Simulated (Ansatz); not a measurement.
Calculated with Ansatz (gas phase, PBE0-D4/def2-TZVP geometries, no zero-point term in ΔE). CCSD(T)/CBS is the MP2 limit (def2-TZVPP, def2-QZVPP) plus CCSD(T) − MP2 in def2-TZVPP, frozen cores. This one scheme is used for every species. For As outer-core shells are correlated without core-valence functions, which leaves a few kJ/mol of doubt a bond. Scalar relativity is left out up to krypton. Each species was taken in one conformer, which may not be the lowest.

Consider the ligand exchange at the Si–N bond: `O[SiH2]N[Si](O)(Cl)Cl` + `[AsH3]` → `O[SiH2][AsH2]` + `N[Si](O)(Cl)Cl`.

```json
{"species": "`O[SiH2]N[Si](O)(Cl)Cl`", "HF/def2-QZVPP energy (Eh)": "-1704.44606"}
{"species": "`[AsH3]`", "HF/def2-QZVPP energy (Eh)": "-2235.97693"}
{"species": "`O[SiH2][AsH2]`", "HF/def2-QZVPP energy (Eh)": "-2601.05939"}
{"species": "`N[Si](O)(Cl)Cl`", "HF/def2-QZVPP energy (Eh)": "-1339.34179"}
```

Problem. Work out ΔE.

Solution. ΔE = (-2601.05939) + (-1339.34179) − (-1704.44606) − (-2235.97693) = 0.02181 Eh = +13.7 kcal/mol. CCSD(T)/CBS gives +12.5 kcal/mol.

Largest T1 diagnostic among the species: 0.011.

From PBE to PBE0 (25 % exact exchange), in def2-TZVPP and without D4, ΔE moves by +0.9 kcal/mol. The D4 term adds +1.8 kcal/mol with B3LYP and +1.1 kcal/mol with PBE0; it sums over pairs of atoms, weighted by their polarisabilities, and B3LYP, whose exchange is more repulsive, gets the larger term.

B3LYP here is the variant with VWN-RPA as its local correlation; programs differ in this.
